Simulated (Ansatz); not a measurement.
A nudged elastic band was laid between two geometries of ClFGeH2 (5 atoms, charge 0, multiplicity 1).

These are results of Ansatz 0.2.0, RKS B3LYP-D4/def2-SVP, not measurements.

```json
{
  "movable images": "7",
  "climbing image": "yes",
  "spring": "5.0 eV/Å²",
  "optimiser": "quadratic models (default)",
  "start path": "through a guess of the saddle point",
  "force threshold": "0.05 eV/Å",
  "iteration limit": "60",
  "end points": "relaxed"
}
```

First end point:

```xyz
5
Properties=species:S:1:pos:R:3
Ge 0.335 -0.055 0.089
Cl 0.686 -0.003 2.218
H 1.677 0.046 -0.645
F -0.573 1.377 -0.308
H -0.555 -1.258 -0.244
```

Last end point:

```xyz
5
Properties=species:S:1:pos:R:3
Ge -0.274 -0.320 -0.861
Cl 1.500 -0.209 1.429
H 2.457 0.440 0.848
F -0.920 1.297 -0.521
H -1.194 -1.102 0.215
```

Q: Which bonds break or form, and what moves?

A: Bonds broken: Ge1–Cl2, Ge1–H3. Bonds formed: Cl2–H3. ClFGeH2 becomes ClH + FGeH.

Q: What energy profile does the band end with?

A: It converged. The highest image is number 4 of 0 to 8, 52.1 kcal/mol above the first end and 15.6 kcal/mol above the last; the last end lies 36.5 kcal/mol above the first. A vibrational analysis at the climbing image gives one clearly imaginary mode, 951i cm⁻¹: a first-order saddle point. The orbitals stay closed-shell, which can raise the energy where a bond breaks towards radicals; this wasn't checked here.

| image | path coordinate (Å) | energy (kcal/mol) | Ge1–Cl2 (Å) | Ge1–H3 (Å) | Cl2–H3 (Å) |
| --- | --- | --- | --- | --- | --- |
| 0 | 0.00 | 0.0 | 2.16 | 1.53 | 3.03 |
| 1 | 0.34 | 3.9 | 2.17 | 1.52 | 2.72 |
| 2 | 0.68 | 18.1 | 2.22 | 1.51 | 2.35 |
| 3 | 1.03 | 41.0 | 2.37 | 1.53 | 2.00 |
| 4 | 1.37 | 52.1 | 2.55 | 1.65 | 1.67 |
| 5 | 1.78 | 43.0 | 2.80 | 2.05 | 1.35 |
| 6 | 2.19 | 39.1 | 2.94 | 2.56 | 1.30 |
| 7 | 2.61 | 37.0 | 2.90 | 3.02 | 1.29 |
| 8 | 3.02 | 36.5 | 2.90 | 3.31 | 1.29 |

Q: What is the geometry of the highest image?

A: 
```xyz
5
Properties=species:S:1:pos:R:3
Ge 0.230 -0.060 -0.435
Cl 1.226 -0.056 1.913
H 1.696 0.087 0.312
F -0.792 1.360 -0.426
H -0.791 -1.224 -0.253
```

Q: What are the harmonic wavenumbers there?

A: 951i, 134, 291, 560, 589, 705, 772, 1611, 2046 cm⁻¹.

The run took 2.9 min on 1 thread of Arm Neoverse V2, on a shared host, peak memory 0.15 GiB.
